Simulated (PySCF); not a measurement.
C8H8S.
Cartesian coordinates in Å at the GFN2-xTB level; atoms count from 1:
```xyz
17
C8H8S angstrom
S      2.6987   -0.6251   -0.8313
C      1.0122   -0.2530   -0.3354
C      0.3402    1.1395   -0.3878
C     -0.9021    0.5021   -1.0436
C     -1.5102    0.2543    0.3536
C     -0.2633    0.8855    1.0096
C      0.4067   -0.5033    1.0659
C     -0.8358   -1.1334    0.4037
C     -0.2306   -0.8863   -0.9941
H      3.2615    0.1756    0.0719
H      0.8224    2.0541   -0.7110
H     -1.4286    0.9070   -1.8988
H     -2.5350    0.4612    0.6350
H     -0.2737    1.6026    1.8215
H      0.9429   -0.9124    1.9135
H     -1.3091   -2.0538    0.7223
H     -0.2031   -1.6025   -1.8052
```

Computed with TDDFT PBE0/def2-SVPD, vertical, gas phase, core orbitals frozen in the response in PySCF 2.14.0, density-fitted response routines.

Kohn–Sham orbitals with the atoms that hold most of them (Löwdin shares over 4%, at most four atoms; ? is withheld):

```
orbital  ε (eV)                           atoms
 HOMO-3   -7.77  C5 15%, C8 14%, C4 14%, C3 10%
 HOMO-2   -7.73  C6 13%, C5 11%, C4 10%, C8 10%
 HOMO-1   -7.61                               ?
   HOMO       ?                               ?
   LUMO    0.27  S1 44%, H10 16%, H17 5%, C7 4%
 LUMO+1    0.67   S1 22%, C5 9%, H13 7%, H16 6%
 LUMO+2    0.88   S1 18%, C6 12%, H14 9%, C5 7%
```

**Question.** Which atoms hold the HOMO-1, and with what shares?

**Answer.** S1 (bonded to C and H) 17%; C6 (bonded to 3 C and H) 12%; C2 (bonded to 3 C and S) 12%; C5 (bonded to 3 C and H) 10%. By element: carbon 34% or more, sulfur 17%.

**Question.** Give the leading atoms of the HOMO.

**Answer.** S1 (bonded to C and H) 60%; C2 (bonded to 3 C and S) 11%; C3 (bonded to 3 C and H) 7%; C7 (bonded to 3 C and H) 7%. By element: sulfur 60%, carbon 26% or more.

**Question.** What is the HOMO energy, and the HOMO–LUMO gap?

**Answer.** ε(HOMO) = -6.54 eV; the gap is 6.81 eV (0.2501 hartree).

**Question.** How does S1 compare with the orbital gap of 6.81 eV?

**Answer.** S1 is at 5.35 eV (f = 0.010), 1.46 eV below the gap, made of HOMO→LUMO (93%). 

**Question.** One configuration dominates each of S1, S2 and S6. Which, and how do the shares of the two leading atoms of either orbital change from the occupied to the empty one?

**Answer.** 
- S1 (5.35 eV, f 0.010), HOMO→LUMO (93%): S1 60% → 44%, C2 11% → at most 5%, H10 at most 8% → 16%
- S2 (6.02 eV, f 0.022), HOMO→LUMO+1 (72%): S1 60% → 22%, C2 11% → at most 7%, C5 at most 8% → 9%
- S6 (6.78 eV, f 0.011), HOMO-1→LUMO (80%): S1 17% → 44%, C6 12% → at most 5%, H10 at most 11% → 16%

One conformer stands for the species.

Without π bonds the low states may be Rydberg-like; a valence basis with one diffuse set may place them up to an eV too high.
